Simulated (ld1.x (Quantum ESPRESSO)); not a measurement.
## Configuration tests for Ga (TM semilocal)

gallium, norm-conserving Troullier–Martins (semilocal form), made with ld1.x (Quantum ESPRESSO) 7.5 (PBE, scalar-relativistic). Core [Ar] 3d10, reference 4s2 4p0 (charge +1). Waves: 4s (bound): rc 1.45 bohr; 4p (bound, empty): rc 1.60 bohr; 4d channel at 0.3 Ry: rc 1.55 bohr. Local part: the d channel. Core correction: a·sin(br)/r model core, default radius (core density twice the valence density).

Energies are relative to the spin-unpolarised reference configuration 4s2 4p0; without spin polarisation the order of configurations can differ from experiment.

| valence configuration | charge | ΔE all-electron (eV) | error AE − PS (meV) |
| --- | --- | --- | --- |
| 4s2 4p1 | 0 | -5.688 | -8.7 |
| 4s2 4p0.5 | +0.5 | -3.658 | -3.3 |
| 4s1 4p1 | +1 | 7.372 | -16 |
| 4s1 4p2 | 0 | 0.850 | -5.4 |
| 4s0 4p3 | 0 | 7.683 | -33 |
| 4s2 4p1.3 | -0.3 | -6.222 | -11 |

What are ΔE and the potential's error for 4s1 4p0?

ΔE = 21.128 eV all-electron; the error (AE − PS) is -99 meV.
